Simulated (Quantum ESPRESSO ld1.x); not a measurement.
Values are calculated unless marked as measured or tabulated.
The mean radii <r> (bohr) of the occupied orbitals of an atom or ion are listed with their occupations. Code: ld1.x of Quantum ESPRESSO 7.5. Model: scalar-relativistic Kohn-Sham, LDA (Slater exchange, VWN5 correlation), spin-polarised, spherical densities, point nucleus.

| orbital | occ. | <r> |
|---|---|---|
| 1s up | 1 | 0.01576 |
| 1s down | 1 | 0.01575 |
| 2s up | 1 | 0.06445 |
| 2s down | 1 | 0.06453 |
| 2p up | 2 | 0.05809 |

Name the element and its charge. Open shells, if any, are filled with parallel spins first.

Answer. Z = 83, bismuth, charge +77: Bi77+ in [He] 2s2 2p2. The 1s radius gives Z: for a bare nucleus <r> = (2 gamma + 1)/(2Z) with gamma = sqrt(1 - (Z/c)^2), 0.01561 bohr for Z = 83, and screening makes it slightly larger (0.01576 here). The occupations add up to 6, and the charge is Z minus that.
